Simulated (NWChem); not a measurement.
Species: MoNH3O3; SMILES [Mo]([OH])(=[O])([NH2])=[O]

```xyz
8

Mo     0.0606     0.0138     0.0000
O      1.0250     0.0677    -1.3720
O      1.0250     0.0677     1.3720
O     -1.1392     1.4528     0.0000
H     -0.9295     2.3928     0.0000
N     -0.9466    -1.6218     0.0000
H     -1.1389    -2.1631    -0.8393
H     -1.1389    -2.1631     0.8393
```
Atoms are numbered in this order, from 1.

Program: NWChem. Medium grid unless said otherwise, to which SCAN and Minnesota functionals are sensitive. Coordinates come from a PBE0/def2-SVP optimisation. No frequency run checked for a minimum. def2 effective core potentials on Mo; no spin-orbit coupling. Hybrids' shares of exact exchange are those that their runs print; pure functionals count as 0. The functionals differ in more than this share.

```csv
row,share of exact exchange,orbital gap (eV)
PBE/def2-SVP,0.00,4.37
M06-L/def2-SVP,0.00,4.70
B3LYP/def2-SVP,0.20,withheld
PW6B95/def2-SVP,0.28,6.72
MN15/def2-SVP,0.44,7.90
```

Problem. Fit a straight line of the last column on the one before it, predict the withheld value, and compare with the run.

Solution. 
1. Means of the 4 shown rows: x = 0.180, y = 5.922. Slope Σ(x − x̄)(y − ȳ)/Σ(x − x̄)² = 1.093/0.1424 = 7.678; intercept 4.540.
2. The shown rows scatter about the line by 0.118 (root mean square); the largest residual is -0.17, at PBE/def2-SVP.
3. At x = 0.20 (B3LYP/def2-SVP; inside the shown range) the line gives 6.08.
4. The run gives 6.10, +0.02 from the line, 0.2 times the scatter.
